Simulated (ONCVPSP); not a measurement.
# Configuration tests for germanium (ONCV)

germanium, optimised norm-conserving Vanderbilt (ONCV), made with ONCVPSP 4.0.1 (PBE, non-relativistic). Core [Ar], reference 3d10 4s2 4p2. Waves: 4s: rc 1.75 bohr, ncon 4, nbas 8, qcut 4.3 1/bohr, 2 projectors, debl 1.2 Ha; 4p: rc 1.90 bohr, ncon 4, nbas 7, qcut 5 1/bohr, 2 projectors, debl 3.9 Ha; 3d: rc 0.95 bohr, ncon 4, nbas 9, qcut 17 1/bohr, 2 projectors, debl 3.1 Ha; f scattering state at 0.09 Ha: rc 1.65 bohr, ncon 4, nbas 7, qcut 7.5 1/bohr, 3 projectors, debl 0.6 Ha. Local part: polynomial inside 0.70 bohr (lpopt 5, dvloc0 0 Ha). Core correction: none.

Energies are relative to the spin-unpolarised reference configuration 3d10 4s2 4p2; without spin polarisation the order of configurations can differ from experiment.

| valence configuration | charge | ΔE all-electron (eV) | error AE − PS (meV) |
| --- | --- | --- | --- |
| 3d10 4s2 4p1 | +1 | 7.477 | +0.1 |
| 3d10 4s2 4p0 | +2 | 22.926 | +2.7 |
| 3d9 4s2 4p3 | 0 | 30.513 | -422 |

(1) What are ΔE and the potential's error for 3d10 4s1 4p0?

Note: ghosts flagged at negative energy: s at -263.5 eV, f at -4785.9 eV; GHOST(+) flagged for p at 60.4 eV. A true bound ghost makes a file unfit for plane-wave use.

Answers

(1) ΔE = 57.172 eV all-electron; the error (AE − PS) is +42 meV.
